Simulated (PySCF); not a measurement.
Lowest triplet excitation (TDA) (eV) of eight silicon and germanium compounds: TDA-PBE beside TDA-ωB97X, computed with PySCF for isolated molecules in the bases named; differences from unrounded values. The eight are the first of their class met in an unordered collection, after screening for sound electronic states; none was chosen by its value. Each molecule has one DFT geometry for both levels.

| molecule | basis | TDA-ωB97X | TDA-PBE | difference |
|---|---|---|---|---|
| Cl2GeH4OSi, SMILES Cl[SiH](Cl)[O][GeH3] | def2-SVPD | 7.37 | 6.14 | -1.23 |
| Si(F)(NMe2) (C2H6FNSi), SMILES N(C)([Si]F)C (connectivity only; charge and spin as stated), neutral, multiplicity 1 | def2-SVPD | 3.27 | 3.20 | -0.07 |
| Br2FGeH2N, SMILES [NH2][Ge]([F])([Br])[Br] | def2-SVPD | 5.25 | 4.04 | -1.22 |
| CH6FNOSi2, SMILES N[Si@@H]1OC[Si@@H]1F | def2-SVPD | 5.11 | 4.46 | -0.65 |
| CH4Cl2OSi2, SMILES Cl[Si]1([SiH2]OC1)Cl | def2-SVPD | 5.39 | 4.83 | -0.56 |
| C3H9NOSi, SMILES C1[SiH](O)CN1C | def2-SVPD | 6.35 | 4.58 | -1.77 |
| Ge(Cl)2(OH)2 (Cl2GeH2O2), SMILES [OH][Ge]([OH])([Cl])[Cl] | def2-SVPD | 6.65 | 5.25 | -1.40 |
| Br₂H₂O₂Si, SMILES O[Si](Br)(O)Br | def2-SVPD | 6.51 | 5.56 | -0.96 |

TDA-PBE lies below TDA-ωB97X in 8 and above it in 0 of the eight; the mean signed difference is -0.98 and the largest -1.77 eV.
